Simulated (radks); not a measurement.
Results of a calculation; reference values are marked as such.
Au6+, configuration [Kr] 4d10 4f14 5s2 5p(1/2: 2, 3/2: 3) 5d(3/2: 4, 5/2: 2) (not the ground configuration). Level of theory: Dirac Kohn-Sham, PBE, spin-unpolarised, spherical densities, finite nucleus; Fermi nuclear charge, rms radius 5.4371 fm (a radial shooting solver on a logarithmic mesh with Libxc functionals).

Normalised radial functions P(r) = r R(r) (large component), r in bohr:

r,5s1/2,5p3/2,5d3/2
0.00169,0.1209,0.0040,0.0001
0.001952,0.1327,0.0052,0.0001
0.002236,0.1443,0.0066,0.0001
0.002582,0.1569,0.0086,0.0002
0.002958,0.1689,0.0110,0.0003
0.003417,0.1814,0.0142,0.0004
0.003914,0.1926,0.0181,0.0005
0.004485,0.2028,0.0229,0.0008
0.005179,0.2117,0.0293,0.0011
0.005934,0.2176,0.0369,0.0015
0.006853,0.2201,0.0468,0.0021
0.007851,0.2179,0.0583,0.0030
0.009067,0.2094,0.0731,0.0042
0.01039,0.1943,0.0897,0.0059
0.012,0.1694,0.1105,0.0084
0.01374,0.1366,0.1333,0.0117
0.01587,0.0912,0.1604,0.0164
0.01819,0.0382,0.1883,0.0226
0.021,-0.0275,0.2193,0.0314
0.02406,-0.0963,0.2481,0.0426
0.02757,-0.1676,0.2741,0.0572
0.03184,-0.2396,0.2947,0.0772
0.03648,-0.2962,0.3034,0.1009
0.04212,-0.3337,0.2957,0.1318
0.04826,-0.3380,0.2674,0.1663
0.05574,-0.3000,0.2106,0.2076
0.06386,-0.2189,0.1296,0.2490
0.07375,-0.0868,0.0170,0.2913
0.08449,0.0702,-0.1068,0.3244
0.09758,0.2467,-0.2410,0.3441
0.1118,0.3908,-0.3496,0.3398
0.1281,0.4765,-0.4164,0.3050
0.1479,0.4680,-0.4161,0.2285
0.1695,0.3475,-0.3326,0.1174
0.1957,0.1096,-0.1563,-0.0342
0.2242,-0.1783,0.0710,-0.1935
0.259,-0.4747,0.3280,-0.3530
0.2967,-0.6643,0.5268,-0.4650
0.3426,-0.6936,0.6266,-0.5116
0.3925,-0.5276,0.5755,-0.4675
0.4533,-0.1706,0.3601,-0.3223
0.5194,0.2658,0.0363,-0.1051
0.5998,0.7255,-0.3661,0.1783
0.6872,1.0614,-0.7257,0.4577
0.7873,1.2394,-0.9976,0.7082
0.9093,1.2383,-1.1424,0.9040
1.042,1.0879,-1.1331,0.9996
1.203,0.8365,-0.9941,0.9985
1.378,0.5803,-0.7883,0.9114
1.592,0.3463,-0.5497,0.7547
1.824,0.1866,-0.3490,0.5776
2.106,0.0833,-0.1894,0.3937
2.413,0.0332,-0.0930,0.2471
2.787,0.0104,-0.0372,0.1330
3.193,0.0028,-0.0131,0.0644
3.687,0.0005,-0.0035,0.0253
4.224,0.0001,-0.0008,0.0087

5s1/2: eigenvalue -196.35 eV, 4 radial nodes at r = 0.0198, 0.0797, 0.207, 0.479 bohr, <r> = 0.913 bohr, 90 % of the charge inside 1.30 bohr. 5p3/2: eigenvalue -141.42 eV, 3 radial nodes at r = 0.0752, 0.215, 0.526 bohr, <r> = 1.06 bohr, 90 % of the charge inside 1.52 bohr. 5d3/2: eigenvalue -88.577 eV, 2 radial nodes at r = 0.190, 0.549 bohr, <r> = 1.28 bohr, 90 % of the charge inside 1.87 bohr.
